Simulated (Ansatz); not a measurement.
Energy needed to pull apart B2H2IF (SMILES FBBI), closed shell, into free ground-state atoms, from the structure below (displaced at random from a GFN2-xTB minimum); no zero-point or spin–orbit terms; open-shell atoms are treated unrestricted, in their ground-state multiplicity.

| atom | x (Å) | y (Å) | z (Å) |
| --- | --- | --- | --- |
| F1 | -1.3059 | 1.1965 | -0.9364 |
| B2 | -0.2694 | 0.8544 | -0.2572 |
| B3 | 0.0078 | -0.7961 | 0.0986 |
| I4 | 1.6513 | -1.4212 | 1.2882 |
| H5 | 0.3563 | 1.7353 | 0.2482 |
| H6 | -0.5689 | -1.7175 | -0.3922 |

Program: Ansatz 0.2.0. Basis: def2-TZVPP. Cores are frozen in the correlated methods. Filled d shells of the heavier atoms are correlated. Core potentials replace the inner electrons of the atoms past krypton. The def2 sets are not built for correlating such inner shells, so the correlated values are less sure here.

```tsv
method	atomization energy (kcal/mol)
PBE-D4	?
r2SCAN-D4	?
B97M-V	491.7
PBE0-D4	492.6
wB97X-V	488.4
wB97M-V	488.5
HF	378.5
MP2	492.7
CCSD	467.6
CCSD(T)	475.7
```

(1) What does r2SCAN-D4 give? (To be estimated.)

(2) What does PBE-D4 give? (Judge from chemistry; the value comes from the calculation.)

No T1 diagnostic of these runs exceeds 0.015.

Results:

(1) Computed: 494.6 kcal/mol, which is about 18.9 kcal/mol more than CCSD(T)/def2-TZVPP.

(2) By the calculation: 501.7 kcal/mol, which is about 26.0 kcal/mol more than CCSD(T)/def2-TZVPP.

In triple zeta the MP2 and coupled-cluster atomization energies are still short of their basis limit by a few kcal/mol a bond, whereas those of the functionals are nearly converged, so these differences are not deviations from converged CCSD(T).

For scale, one of the runs: CCSD(T)/def2-TZVPP forces, 171 basis functions (an equivalent command: `ansatz run in.yaml --threads 4`). Hardware: 4 CPU threads, shared host. Wall time 4 min; peak host memory 3.3 GiB.
